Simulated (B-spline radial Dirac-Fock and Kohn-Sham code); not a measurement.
## X-ray lines that fill the M4 vacancy in Ta⁵⁺

System: the Ta⁵⁺ ion, configuration [Xe] 4f14.

Method: independent-particle rates on relativistic LDA orbitals of the hole state (multipoles up to L = 3, Coulomb Auger matrix elements, transition energies from Dirac-Fock). Computed with a radial atomic solver.

```
 line  multipole  energy (eV)  width (meV)  share (%)
M4-N2         E1       1322.3         1.53       4.53
M4-N3         E1       1385.2        0.184      0.544
M4-O2         E1       1753.0        0.246      0.727
M4-O3         E1       1762.5       0.0295     0.0874
M4-N6         E1       1769.4         31.8       94.1
```

The listed lines hold 100.0 % of the radiative rate. The radiative width is 0.0338 eV in the length form and 0.0342 eV in the velocity form; the two differ because the transition energies are not eigenvalue differences of the potential that gave the orbitals.
